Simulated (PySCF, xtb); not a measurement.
CLiN, SMILES [Li][C][N] (connectivity only; charge and spin as stated), neutral, multiplicity 1.

Harmonic wavenumbers (cm⁻¹) from xtb with GFN2-xTB at its own minimum, in rising order: 136, 136, 554, 2274.

What does B3LYP-D3(BJ)/def2-TZVPD run with PySCF give at its own minimum? (An estimate is asked for; the answer gives what the named calculation found.)

172, 172, 638, 2237. Paired by order, the mean absolute difference is 48 cm⁻¹ and the zero-point energies are 4.4 and 4.6 kcal/mol.
